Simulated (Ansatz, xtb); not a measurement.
# Two isomers of C3H4N2O2

Structure X is `OCc1ncno1`, a singlet and structure Y is `COc1nnco1`, a singlet. Both are isolated molecules in the gas phase, relaxed with PBE-D3(BJ)/def2-SVP, each in the lowest conformer that the search found.

X (Å):

```xyz
11

C     1.2222    0.4257    0.0939
C    -0.1794    0.6862    0.5548
C    -2.2428    0.9689    0.6717
N    -1.2499    0.5674   -0.1922
N    -1.8325    1.3194    1.8730
O     1.2332   -0.3210   -1.0902
O    -0.4413    1.1295    1.7969
H     0.3737   -0.1494   -1.5288
H     1.7291    1.4214   -0.0117
H     1.7781   -0.1153    0.8918
H    -3.3079    1.0042    0.4069
```

Y (Å):

```xyz
11

C     0.0361    0.4903   -1.8268
C    -2.0009    0.8327   -0.7721
C    -3.7254    1.4873    0.2543
N    -1.7602    2.0720   -0.4271
N    -2.9061    2.4940    0.2502
O    -1.2452   -0.0253   -1.4314
O    -3.2202    0.3784   -0.3829
H     0.6216    0.7998   -0.9377
H     0.5418   -0.3338   -2.3596
H    -0.0869    1.3693   -2.4911
H    -4.7296    1.4137    0.6851
```

Energies in hartree; the thermal terms are from GFN2-xTB frequencies at re-optimised GFN2-xTB minima (ideal gas, soft modes damped towards free rotors, one conformer each, 298.15 K, 1 atm) and include the zero-point energy:

```
                              X           Y
E, CCSD(T)/def2-SVP  −375.349486  −375.354831
    E, MP2/def2-SVP  −375.277589  −375.283657
  E, MP2/def2-TZVPP  −375.984125  −375.986783
  zero-point energy     0.076292     0.076716
       H(298 K) − E     0.083382     0.083787
       G(298 K) − E     0.045905     0.046437
```

**Question.** Correct the CCSD(T) difference for the basis set by the MP2 change, then work out ΔE, ΔE₀, ΔH and ΔG for X → Y in kJ/mol (1 Eh = 2625.50 kJ/mol) and the equilibrium ratio [Y]/[X].

**Answer.** 1. Differences Y − X: CCSD(T) −0.005345, MP2 in the small set −0.006068, MP2 in the large set −0.002658 Eh.
2. ΔE = −0.005345 + (−0.002658 − (−0.006068)) = −0.001935 Eh = −5.08 kJ/mol.
3. ΔE₀ = ΔE + ΔZPE = −0.001935 + (+0.000424) Eh = −3.97 kJ/mol.
4. ΔH = ΔE + (+0.000405) Eh = −4.02 kJ/mol.
5. ΔG = ΔE + (+0.000532) Eh = −3.68 kJ/mol, so ΔS = (ΔH − ΔG)/T = −1.1 J/(mol K).
6. kT = 0.9442 mEh, so K = [Y]/[X] = exp(−ΔG/kT) = exp(+1.49) ≈ 4.4.

The two are too close for this level to say which is favoured. An error of 4 kJ/mol in ΔG would change K by a factor of 5. Mirror images and further conformers aren't counted.

As drawn, Y has 1 C–O, 1 N∷N, 1 C∷O, 1 C–H in place of 1 C–C, 1 C∷N, 1 N∷O, 1 O–H (∷ is an aromatic bond).

Other levels gave ΔE = −83.9 (GFN2-xTB); −36.1 (HF/STO-3G, GFN2-xTB geometries); −17.9 (r2SCAN-D4/def2-SVP, GFN2-xTB geometries); −14.4 (PBE-D3(BJ)/def2-SVP); −29.7 (HF/def2-SVP); −15.9 (MP2/def2-SVP); −14.0 (CCSD(T)/def2-SVP) kJ/mol. The correlated steps freeze 7 core orbitals. Programs: Ansatz 0.2.0, xtb 6.7.1.
